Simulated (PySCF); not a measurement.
# Dipole moment and polarisability of (F2Al-mu-SH)2

Compound: (F2Al-mu-SH)2.
Geometry (PBE0-D3(BJ)/def2-SVP, Å), atoms numbered from 1 in this order:
```xyz
10
Al2F4H2S2 angstrom
Al    -1.1257   -0.5903   -0.8902
F     -1.9160   -1.9433   -0.3464
F     -1.4883    0.1603   -2.3244
S      1.1685   -1.0523   -0.7885
Al     1.1484    0.5748    0.8947
F      1.9505    1.9266    0.3650
F      1.4951   -0.1893    2.3257
S     -1.1434    1.0479    0.7819
H      1.0251   -2.0939    0.0665
H     -0.9897    2.0826   -0.0798
```

Level: CAM-B3LYP/def2-SVPD (PySCF), static field, nuclei fixed, core orbitals frozen in the response. The polarisability tensor in these axes (au):

```
x   82.08 -4.19  1.62
y   -4.19 79.13  6.65
z    1.62  6.65 74.80
```

Give the principal values, the mean and the anisotropy Δα = √{½[(α1 − α2)² + (α2 − α3)² + (α1 − α3)²]}.

Principal values 68.86, 81.19 and 85.95 au; mean 78.67 au = 11.66 Å³ = 12.97 × 10⁻⁴⁰ C²·m²/J; Δα = 15.28 au (19 % of the mean).

What is the dipole moment?

0.03 D; point group C2h allows none, and the residue is numerical.

Along which axes do the principal values lie, and how far do the nuclei extend along each?

Largest value along (-0.63, 0.71, 0.33), where the nuclei span 4.16 Å; middle along (0.73, 0.38, 0.57), 4.71 Å; least along (-0.28, -0.60, 0.75), 2.88 Å. The strongest response doesn't lie along the longest of the three spans.

Refractivity n − 1 of an ideal gas of it at 350 K and 1 atm, from the electronic α?

N = p/kT = 2.0968 × 10¹⁹ cm⁻³, so n − 1 = 2π × N × 11.66 × 10⁻²⁴ cm³ = 1536 × 10⁻⁶ at long wavelengths, for an ideal gas.

Estimate the molar refractivity from the static electronic polarisability.

Lorentz–Lorenz: R = (4π/3)N_A α = 2.5225 cm³/(mol·Å³) × 11.66 Å³ = 29.4 cm³/mol, in the limit of long wavelengths.

Geometry: PBE0-D3(BJ)/def2-SVP, one conformer, isolated molecule.

These values come from a run that also computed excited states and ΔSCF ions. Time: 5.0 min of wall time (grids of density and orbitals included); peak memory 1.3 GiB. Hardware: Arm Neoverse N1, one thread, shared host with 64 logical CPUs at a one-minute load of 45.
